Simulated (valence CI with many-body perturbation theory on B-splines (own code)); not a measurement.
# Valence orbitals of Se11+

Method: valence CI with perturbative core correlation (CI+MBPT): five valence electrons over a frozen Dirac-Fock core [Ar], radial functions for each j: 7 s, 7 p, 8 d, 6 f, 4 g, 1 h, with the one-electron correlation potential Σ1 (screened to all orders), the two-electron term Σ2, the three-electron term Σ3, Breit, model QED; selected single and double excitations, second order for the rest, scaled by the run's own slope (own B-spline code, finite nucleus).

No measured spectrum was set against this ion. As an estimate, terms of the open shell hold to 2 to 4 % of their energy, and close levels can change places. Among the levels kept, up to 940 cm⁻¹ of a level comes from second order outside the variational space, and about a tenth of that is noise between levels of different J, which matters for small intervals. Excitations out of the core, of the other parity, are not computed and may begin above about 72.4 eV (a cautious bound); beyond it only levels of the ground parity were kept, without lifetimes. Only levels of the ground parity were solved; by the run's estimate the other parity begins above the list, which can be wrong where configurations are misplaced.

These are the spectroscopic orbitals of the CI (the correlating ones are not listed), shaped by the core and the other valence electrons. h is the expectation value of the core's Dirac-Fock operator, without the valence repulsion; Σ1 is computed up to l = 3 at one energy for each symmetry, that of its lowest orbital but kept below the first core excitation, so for empty shells it is not the orbital's own correlation shift; Breit and QED include the response of the core.

```tsv
Orbital	h (hartree)	Σ1 (cm⁻¹)	Breit (cm⁻¹)	QED (cm⁻¹)	⟨r⟩ (bohr)
4s1/2	-11.297	-5864	358	259	1.213
5s1/2	-6.5782	-1990	162	117	2.109
6s1/2	-4.3124	-944	85.4	62.2	3.259
4p1/2	-10.455	-5840	523	-25.6	1.264
5p1/2	-6.1844	-2110	247	-11.9	2.201
6p1/2	-4.0979	-1032	134	-6.4	3.393
4p3/2	-10.366	-5699	323	-3.6	1.276
5p3/2	-6.1444	-2079	153	-1.6	2.216
6p3/2	-4.0763	-1021	85.3	-0.8	3.411
3d3/2	-18.799	-19982	631	-142	0.5243
4d3/2	-9.0527	-5233	172	-25.9	1.358
5d3/2	-5.543	-2194	84.4	-11.9	2.384
3d5/2	-18.745	-19735	57.1	-111	0.5266
4d5/2	-9.0372	-5204	49.2	-19.0	1.361
5d5/2	-5.5357	-2182	25.5	-8.7	2.388
4f5/2	-7.8477	-5783	-12.5	-6.3	1.397
5f5/2	-5.0139	-2983	-7.7	-3.9	2.488
4f7/2	-7.8459	-5675	-31.5	-4.9	1.397
5f7/2	-5.0126	-2916	-19.5	-3.2	2.489
5g7/2	-4.8132		-0.4	-0.3	2.282
5g9/2	-4.8127		-1.0	0.0	2.282
```

Among the shells of the start configuration 3d5, Σ1 is largest in size for 3d3/2, where it is 0.48 % of h.

Lowest root of each symmetry, sizes in configuration state functions:

| J | Parity | Roots | Reference | Variational | Second order | Change by selected CI (cm⁻¹) | Change by second order (cm⁻¹) |
| --- | --- | --- | --- | --- | --- | --- | --- |
| 1/2 | even | 9 | 74 | 32547 | 579113 | -16567 | -29 |
| 3/2 | even | 12 | 127 | 29753 | 1806508 | -16259 | -203 |
| 5/2 | even | 16 | 152 | 27659 | 2100104 | -11243 | -247 |
| 7/2 | even | 14 | 137 | 28833 | 2136222 | -14029 | -599 |
| 9/2 | even | 11 | 107 | 28877 | 2143689 | -14060 | -516 |
| 11/2 | even | 6 | 67 | 29912 | 1929877 | -14363 | -219 |
| 13/2 | even | 3 | 35 | 32378 | 933600 | -15472 | -63 |
